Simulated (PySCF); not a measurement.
`O=C/C(=C/Cl)C(F)(F)F`, C₄H₂ClF₃O

Geometry (Å), atoms numbered from 1 in this order:
```xyz
11

O     2.423    0.635    0.077
C     1.527   -0.159    0.148
C     0.097    0.184   -0.027
C    -0.240    1.459   -0.280
Cl   -1.782    2.086   -0.513
C    -0.850   -0.980    0.103
F    -0.570   -1.935   -0.802
F    -2.138   -0.675   -0.051
F    -0.736   -1.565    1.308
H     1.704   -1.227    0.354
H     0.571    2.179   -0.343
```

The calculation used PySCF 2.14.0, GIAO PBE/pcSseg-1 magnetisability, rotational g tensor and spin-rotation constants, non-relativistic, gas phase. Geometry: GFN2-xTB.

(1) Give the nuclear spin-rotation constants along the inertial axes (H = +C I·J) beside the isotropic shieldings.

## Answers

(1) Rotational constants 1.5170, 1.2561, 0.7802 GHz. A star marks the isotopologue with that one atom substituted, in its own axes.
| atom | isotope | Caa (kHz) | Cbb (kHz) | Ccc (kHz) | mean (kHz) | σ (ppm) |
| --- | --- | --- | --- | --- | --- | --- |
| Cl5 | 35Cl | 0.561 | 0.442 | 0.120 | 0.375 | 653.0 |
| F7 | 19F | 1.933 | 2.118 | 1.055 | 1.702 | 219.9 |
| F8 | 19F | 2.110 | 1.626 | 0.913 | 1.549 | 246.5 |
| F9 | 19F | 1.930 | 2.118 | 1.054 | 1.700 | 220.1 |
| H10 | 1H | 0.134 | -0.060 | -0.073 | 0.000 | 21.7 |
| H11 | 1H | -0.120 | 0.108 | -0.085 | -0.032 | 23.8 |
| O1 | 17O* | -0.963 | -1.371 | 0.004 | -0.777 | -306.3 |
| C2 | 13C* | 0.803 | 0.541 | 0.185 | 0.510 | -2.2 |
| C3 | 13C* | 0.520 | 0.588 | 0.133 | 0.414 | 47.1 |
| C4 | 13C* | 0.632 | 0.596 | 0.134 | 0.454 | 28.0 |
| C6 | 13C* | 0.476 | 0.430 | 0.248 | 0.385 | 44.7 |

For the geometry as given, no vibrational averaging.
